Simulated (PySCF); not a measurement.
One of the candidates below gave these computed data.

All candidates are C7H9NO.

| technique | computed result |
| --- | --- |
| Rotational structure | rotational constants A, B, C: 4.472, 0.649, 0.572 GHz [GFN2-xTB] |
| 1H NMR | chemical shifts (computed TMS as zero) by class: 5.82 (1 H), 5.78 (1 H), 4.86 (1 H), 3.17 (3 H), 2.08 (3 H) ppm [GIAO PBE0/pcSseg-1] |
| Triplet | lowest triplet excitation (Tamm–Dancoff): 3.23 eV [TDA PBE0/def2-SVPD] |
| UV, first state | lowest singlet excitation: 4.49 eV (276 nm, f = 0.002) [TDDFT PBE0/def2-SVPD] |
| 13C NMR | chemical shifts (computed TMS as zero) by class: 154.7 (1 C), 134.4 (1 C), 134.2 (1 C), 92.7 (1 C), 90.6 (1 C), 26.4 (1 C), 26.0 (1 C) ppm [GIAO PBE0/pcSseg-1] |
| NMR, other nuclei | isotropic shieldings of nuclei other than C and H, by class: 138 (1 N), -80 (1 O) ppm [GIAO PBE0/pcSseg-1] |
| Polarisability | 104.2 au [PBE0/def2-SVPD] |
| Dipole | 3.88 D [PBE0/def2-SVPD] |

The electronic properties come from PySCF, for the isolated species, density fitting. Levels stand in brackets. The structure is a single GFN2-xTB conformer in the gas phase; no vibrational or solvent corrections. NMR classes are plain means over equivalent atoms (diastereotopic ones count apart unless rotation or inversion swaps them), as if these changed places fast.

Question: Which candidate is it?
A. `C=C(C)C#CC(=O)NC`
B. `N#CC[C@@H]1CC[C@H]2O[C@@H]12`
C. `CC#C[C@H]1CNC(=O)C1`
D. `C=C=C=CC(=O)N(C)C`

Answer: A. It is `C=C(C)C#CC(=O)NC`. Numbering: `[CH2:1]=[C:2]([CH3:3])[C:4]#[C:5][C:6](=[O:7])[NH:8][CH3:9]`. Its formula, C7H9NO, gives 4 degrees of unsaturation: 0 rings and 4 π bonds in the structure found. 7 carbons fall into 7 classes; from least to most shielded: amide carbonyl carbon [C6] (154.7 ppm), fully substituted alkene carbon [C2] (134.4 ppm), terminal =CH2 carbon [C1] (134.2 ppm), alkyne carbon [C5] (92.7 ppm), alkyne carbon [C4] (90.6 ppm), allylic carbon [C3] (26.4 ppm), N-methyl carbon [C9] (26.0 ppm). Hydrogen classes from least to most shielded: 1 H on a terminal =CH2 carbon, C1 (5.82 ppm), 1 H on a terminal =CH2 carbon, C1 (5.78 ppm), 1 H on an amide nitrogen, N8 (4.86 ppm), 3 H on an N-methyl carbon, C9 (3.17 ppm, a mean of values up to 2.0 ppm apart in this geometry), 3 H on an allylic carbon, C3 (2.08 ppm). The other shieldings belong to: 138 ppm, amide nitrogen [N8]; -80 ppm, amide oxygen [O7]. By its constants the optimised geometry is an asymmetric top.

The others, at the same levels:
- `N#CC[C@@H]1CC[C@H]2O[C@@H]12` fails: its computed 13C shifts are 123.2 (1 C), 63.2 (1 C), 60.9 (1 C), 40.6 (1 C), 40.2 (1 C), 31.9 (1 C), 20.6 (1 C) ppm, 1H shifts are 3.38 (1 H), 3.12 (1 H), 2.65 (1 H), 2.37 (1 H), 2.22 (1 H), 2.03 (1 H), 2.00 (1 H), 1.91 (1 H), 1.80 (1 H) ppm and rotational constant A is 3.001 GHz (against 4.472 GHz).
- `C=C=C=CC(=O)N(C)C` fails: its computed 13C shifts are 196.4 (1 C), 187.9 (1 C), 165.3 (1 C), 111.1 (1 C), 109.9 (1 C), 37.8 (1 C), 35.7 (1 C) ppm, 1H shifts are 6.34 (1 H), 6.03 (2 H), 3.22 (3 H), 3.15 (3 H) ppm and smallest rotational constant is 0.663 GHz (against 0.572 GHz).
- `CC#C[C@H]1CNC(=O)C1` fails: its computed 13C shifts are 174.6 (1 C), 86.4 (1 C), 85.4 (1 C), 51.4 (1 C), 40.4 (1 C), 28.4 (1 C), 4.6 (1 C) ppm, 1H shifts are 4.06 (1 H), 3.60 (1 H), 3.42 (1 H), 3.15 (1 H), 2.39 (1 H), 2.26 (1 H), 2.00 (3 H) ppm and lowest singlet excitation is 5.72 eV (217 nm, f = 0.000) (against 4.49 eV).

Each candidate is one conformer, not necessarily the lowest. The conformers computed, where there is a choice (atom-mapped SMILES and torsion angles):
- `[CH2:1]=[C:2]([CH3:3])[C:4]#[C:5][C:6](=[O:7])[NH:8][CH3:9]`: C5–C6–N8–C9 -179°
- `[CH2:1]=[C:2]=[C:3]=[CH:4][C:5](=[O:6])[N:7]([CH3:8])[CH3:9]`: C3–C4–C5–O6 23°, C4–C5–N7–C8 -174°

The conformers of `N#CC[C@@H]1CC[C@H]2O[C@@H]12` and `CC#C[C@H]1CNC(=O)C1` aren't listed.
